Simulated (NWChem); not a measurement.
System: ZrHOCl3; SMILES [OH][Zr]([Cl])([Cl])[Cl]

Excerpt of the output:

```
             Northwest Computational Chemistry Package (NWChem) 7.3.0
             --------------------------------------------------------

 C3  symmetry detected

                             Geometry "geometry" -> ""
                             -------------------------

 Output coordinates in angstroms (scale by  1.889725989 to convert to a.u.)

  No.       Tag          Charge          X              Y              Z
 ---- ---------------- ---------- -------------- -------------- --------------
    1 Zr                  40.0000     0.00000000     0.00000000    -0.20915790
    2 Cl                  17.0000     2.17778371     0.41331470     0.55128110
    3 Cl                  17.0000    -1.44683289     1.67935867     0.55128110
    4 Cl                  17.0000    -0.73095082    -2.09267337     0.55128110
    5 O                    8.0000    -0.00000000     0.00000000    -2.08781990
    6 H                    1.0000     0.00000000     0.00000000    -3.04646090

 Effective nuclear repulsion energy (a.u.)     751.1936443985

      Symmetry information
      --------------------

 Group name             C3
 Group number              5
 Group order               3
 No. of unique centers     4

                                 NWChem DFT Module
                                 -----------------

 Summary of "ao basis" -> "ao basis" (spherical)
 ------------------------------------------------------------------------------
       Tag                 Description            Shells   Functions and Types
 ---------------- ------------------------------  ------  ---------------------
 Zr                         def2-svp                11       31   5s3p2d1f
 Cl                         def2-svp                 8       18   4s3p1d
 O                          def2-svp                 6       14   3s2p1d
 H                          def2-svp                 3        5   2s1p

      Symmetry analysis of basis
      --------------------------

        a          40
        e+         32
        e-         32

  Rotation of axis

            General Information
            -------------------
          SCF calculation type: DFT
          Wavefunction type:  closed shell.
          No. of atoms     :     6
          No. of electrons :    72
           Alpha electrons :    36
            Beta electrons :    36
          Charge           :     0
          Spin multiplicity:     1
          Use of symmetry is: on ; symmetry adaption is: on
          Maximum number of iterations: 200
          AO basis - number of functions:   104
                     number of shells:    44
          Convergence on energy requested:  1.00D-06
          Convergence on density requested:  1.00D-05
          Convergence on gradient requested:  5.00D-04

              XC Information
              --------------
                         B3LYP Method XC Potential
                     Hartree-Fock (Exact) Exchange  0.200
                        Slater Exchange Functional  0.800 local
                    Becke 1988 Exchange Functional  0.720 non-local
              Lee-Yang-Parr Correlation Functional  0.810
                  VWN I RPA Correlation Functional  0.190 local

             Grid Information
             ----------------
          Grid used for XC integration:  medium
          Radial quadrature: Mura-Knowles
          Angular quadrature: Lebedev.
          Tag              B.-S. Rad. Rad. Pts. Rad. Cut. Ang. Pts.
          ---              ---------- --------- --------- ---------
          Zr                  1.55      123          10.0       590
          Cl                  1.00       88          11.0       590
          O                   0.60       49           9.0       434
          H                   0.35       45          11.0       434
          Grid pruning is: on
          Number of quadrature shells:   305
          Spatial weights used:  Erf1

      Superposition of Atomic Density Guess
      -------------------------------------

 Sum of atomic energies:       -1506.66047515

      Non-variational initial energy
      ------------------------------

 Total energy =   -1500.050996
 1-e energy   =   -2803.843111
 2-e energy   =     943.372508
 HOMO         =      -0.451917
 LUMO         =      -0.010437

      Symmetry analysis of molecular orbitals - initial
      -------------------------------------------------

  Numbering of irreducible representations:

     1 a           2 e+          3 e-

  Orbital symmetries:

     1 a           2 e+          3 e+          4 a           5 a
     6 e+          7 e+          8 a           9 e+         10 e+
    11 e+         12 e+         13 a          14 e+         15 e+
    16 a          17 a          18 a          19 e+         20 e+
    21 a          22 a          23 e+         24 e+         25 a
    26 e+         27 e+         28 a          29 e+         30 e+
    31 e+         32 e+         33 a          34 e+         35 e+
    36 a          37 a          38 e+         39 e+         40 a
    41 e+         42 e+         43 a          44 e+         45 e+
    46 a

   convergence    iter        energy       DeltaE   RMS-Dens  Diis-err
 ---------------- ----- ----------------- --------- --------- ---------
 d= 0,ls=0.0,diis     1  -1503.1306181810 -1.86D+03  3.21D-02  1.58D+00
 d= 0,ls=0.0,diis     2  -1500.8415215611  2.29D+00  2.22D-02  2.29D+01
 d= 0,ls=0.0,diis     3  -1503.3496924140 -2.51D+00  3.51D-03  7.56D-02
 d= 0,ls=0.0,diis     4  -1503.3530238130 -3.33D-03  1.64D-03  6.38D-02
 d= 0,ls=0.0,diis     5  -1503.3609426820 -7.92D-03  3.21D-04  1.21D-03
  Resetting Diis
 d= 0,ls=0.0,diis     6  -1503.3610881995 -1.46D-04  5.98D-05  4.34D-05
 d= 0,ls=0.0,diis     7  -1503.3610937447 -5.55D-06  1.89D-05  1.86D-06
 d= 0,ls=0.0,diis     8  -1503.3610935918  1.53D-07  1.30D-05  3.15D-06
 d= 0,ls=0.0,diis     9  -1503.3610939662 -3.74D-07  3.37D-06  2.42D-07

         Total DFT energy =    -1503.361093966153
      One electron energy =    -2808.116823964080
           Coulomb energy =     1044.104961221878
    Exchange-Corr. energy =      -99.768838649050
 Nuclear repulsion energy =      360.419607425098

 Numeric. integr. density =       72.000001073270

                  Occupations of the irreducible representations
                  ----------------------------------------------

                     irrep           alpha         beta
                     --------     --------     --------
                     a                14.0         14.0
                     e+               22.0         22.0
                     e-                0.0          0.0

                       DFT Final Molecular Orbital Analysis
                       ------------------------------------

 Vector   34  Occ=2.000000D+00  E=-3.306946D-01  Symmetry=e+
              MO Center=  6.1D-01, -3.4D-01,  3.3D-01, r^2= 5.5D+00
   Bfn.  Coefficient  Atom+Function         Bfn.  Coefficient  Atom+Function
  ----- ------------  ---------------      ----- ------------  ---------------
    44      0.424355  2 Cl pz                80     -0.345418  4 Cl pz
    41      0.315324  2 Cl pz                77     -0.256669  4 Cl pz
    38      0.183480  2 Cl pz                89      0.159325  5 O  px
    60     -0.157906  3 Cl px                74     -0.149350  4 Cl pz
    78     -0.147400  4 Cl px                92      0.127078  5 O  px

 Vector   35  Occ=2.000000D+00  E=-3.306946D-01  Symmetry=e+
              MO Center= -6.1D-01,  3.4D-01,  3.3D-01, r^2= 5.5D+00
   Bfn.  Coefficient  Atom+Function         Bfn.  Coefficient  Atom+Function
  ----- ------------  ---------------      ----- ------------  ---------------
    62      0.444428  3 Cl pz                59      0.330240  3 Cl pz
    80     -0.290575  4 Cl pz                77     -0.215917  4 Cl pz
    56      0.192160  3 Cl pz                43     -0.171404  2 Cl py
    90      0.159325  5 O  py                44     -0.153853  2 Cl pz
    40     -0.127094  2 Cl py                93      0.127078  5 O  py

 Vector   36  Occ=2.000000D+00  E=-3.253604D-01  Symmetry=a
              MO Center=  1.3D-14, -1.2D-15,  5.4D-01, r^2= 5.9D+00
   Bfn.  Coefficient  Atom+Function         Bfn.  Coefficient  Atom+Function
  ----- ------------  ---------------      ----- ------------  ---------------
    43      0.374040  2 Cl py                78      0.359419  4 Cl px
    60     -0.288438  3 Cl px                40      0.275101  2 Cl py
    75      0.264348  4 Cl px                61     -0.248491  3 Cl py
    57     -0.212141  3 Cl px                58     -0.182763  3 Cl py
    37      0.160051  2 Cl py                72      0.153795  4 Cl px

 Vector   37  Occ=0.000000D+00  E=-7.254794D-02  Symmetry=e+
              MO Center= -6.7D-02,  1.1D-01, -7.5D-02, r^2= 2.5D+00
   Bfn.  Coefficient  Atom+Function         Bfn.  Coefficient  Atom+Function
  ----- ------------  ---------------      ----- ------------  ---------------
    19      0.701662  1 Zr d  2              16     -0.370314  1 Zr d -1
    18      0.369056  1 Zr d  1              60      0.192500  3 Cl px
    24      0.182556  1 Zr d  2              61      0.171184  3 Cl py
    80     -0.164638  4 Cl pz                15     -0.160175  1 Zr d -2
    43      0.151404  2 Cl py                44      0.150781  2 Cl pz

 Vector   38  Occ=0.000000D+00  E=-7.254794D-02  Symmetry=e+
              MO Center=  6.7D-02, -1.1D-01, -7.5D-02, r^2= 2.5D+00
   Bfn.  Coefficient  Atom+Function         Bfn.  Coefficient  Atom+Function
  ----- ------------  ---------------      ----- ------------  ---------------
    15      0.701662  1 Zr d -2              16      0.369056  1 Zr d -1
    18      0.370314  1 Zr d  1              78      0.212237  4 Cl px
    43     -0.203920  2 Cl py                20      0.182556  1 Zr d -2
    62     -0.182107  3 Cl pz                19      0.160175  1 Zr d  2
    75      0.125997  4 Cl px                40     -0.120524  2 Cl py

 Vector   39  Occ=0.000000D+00  E=-3.685101D-02  Symmetry=a
              MO Center= -1.6D-12, -2.3D-12, -1.4D-01, r^2= 3.7D+00
   Bfn.  Coefficient  Atom+Function         Bfn.  Coefficient  Atom+Function
  ----- ------------  ---------------      ----- ------------  ---------------
    17      0.778202  1 Zr d  0              88     -0.473191  5 O  s
   101      0.289802  6 H  s                 22      0.281758  1 Zr d  0
    11      0.261091  1 Zr pz                 8     -0.257653  1 Zr pz
     4     -0.244823  1 Zr s                  5      0.220040  1 Zr s
   100      0.212166  6 H  s                 44     -0.204646  2 Cl pz

     Multipole analysis of the density
     ---------------------------------

     L   x y z        total         alpha         beta         nuclear
     -   - - -        -----         -----         ----         -------
     0   0 0 0     -0.000000    -36.000000    -36.000000     72.000000

     1   1 0 0     -0.000000     -0.000000     -0.000000      0.000000
     1   0 1 0     -0.000000     -0.000000     -0.000000      0.000000
     1   0 0 1     -1.185476     -6.126253     -6.126253     11.067031

     2   2 0 0    -52.644730   -250.042507   -250.042507    447.440284
     2   1 1 0      0.000000      0.000000      0.000000      0.000000
     2   1 0 1      0.000000      0.000000      0.000000      0.000000
     2   0 2 0    -52.644730   -250.042507   -250.042507    447.440284
     2   0 1 1     -0.000000     -0.000000     -0.000000      0.000000
     2   0 0 2    -42.736954   -128.816941   -128.816941    214.896927

            General Information
            -------------------
          SCF calculation type: DFT
          Wavefunction type:  closed shell.
          No. of atoms     :     6
          No. of electrons :    72
           Alpha electrons :    36
            Beta electrons :    36
          Charge           :     0
          Spin multiplicity:     1
          Use of symmetry is: on ; symmetry adaption is: on
          Maximum number of iterations: 200
          AO basis - number of functions:   104
                     number of shells:    44
          Convergence on energy requested:  1.00D-06
          Convergence on density requested:  1.00D-05
          Convergence on gradient requested:  5.00D-04

              XC Information
              --------------
                         B3LYP Method XC Potential
                     Hartree-Fock (Exact) Exchange  0.200
                        Slater Exchange Functional  0.800 local
                    Becke 1988 Exchange Functional  0.720 non-local
              Lee-Yang-Parr Correlation Functional  0.810
                  VWN I RPA Correlation Functional  0.190 local

             Grid Information
             ----------------
          Grid used for XC integration:  medium
          Radial quadrature: Mura-Knowles
          Angular quadrature: Lebedev.
          Tag              B.-S. Rad. Rad. Pts. Rad. Cut. Ang. Pts.
          ---              ---------- --------- --------- ---------
          Zr                  1.55      123          10.0       590
          Cl                  1.00       88          11.0       590
          O                   0.60       49           9.0       434
          H                   0.35       45          11.0       434
          Grid pruning is: on
          Number of quadrature shells:   305
          Spatial weights used:  Erf1

          Convergence Information
          -----------------------
          Convergence aids based upon iterative change in
          total energy or number of iterations.
          Levelshifting, if invoked, occurs when the
          HOMO/LUMO gap drops below (HL_TOL):  1.00D-02
          DIIS, if invoked, will attempt to extrapolate
          using up to (NFOCK): 10 stored Fock matrices.

                    Damping( 0%)  Levelshifting(0.0)       DIIS
                  --------------- ------------------- ---------------
          dE  on:    start             N/A                start
          dE off:    2 iters           N/A              200 iters

                            NWChem DFT Gradient Module
                            --------------------------

  charge          =   0.00
  wavefunction    = closed shell

  Rotation of axis
  Using symmetry

                         DFT ENERGY GRADIENTS

    atom               coordinates                        gradient
                 x          y          z           x          y          z
   1 Zr      0.000000   0.000000  -0.395251    0.000000   0.000000  -0.003565
   2 Cl      4.115414   0.781052   1.041770   -0.004767  -0.000909  -0.001690
   3 Cl     -2.734118   3.173528   1.041770    0.003170  -0.003674  -0.001690
   4 Cl     -1.381297  -3.954579   1.041770    0.001596   0.004582  -0.001690
   5 O      -0.000000   0.000000  -3.945408    0.000000  -0.000000   0.005645
   6 H       0.000000   0.000000  -5.756976    0.000000   0.000000   0.002990
```

Level: B3LYP/def2-SVP with def2 effective core potentials on Zr. The geometry was optimised at PBE0/def2-SVP. No frequency run checked for a minimum. B3LYP is NWChem's, with the RPA form of VWN correlation. def2 effective core potentials on Zr; no spin-orbit coupling.

### Question
Write an input that gives this output.

### Answer
Several could match; the one computed here: the input that was run:
```
start job
memory heap 200 mb stack 900 mb global 1100 mb
geometry units angstroms noautoz
  Zr     0.000000     0.000000    -0.197687
  Cl     2.032174     0.885347     0.562752
  Cl    -1.782820     1.317241     0.562752
  Cl    -0.249354    -2.202588     0.562752
  O      0.000000     0.000000    -2.076349
  H      0.000000     0.000000    -3.034990
end
basis spherical
  Zr library def2-svp
  Cl library def2-svp
  O library def2-svp
  H library def2-svp
end
ecp
  Zr library def2-ecp
end
dft
  xc b3lyp
  iterations 200
  convergence nolevelshifting
end
task dft gradient
```
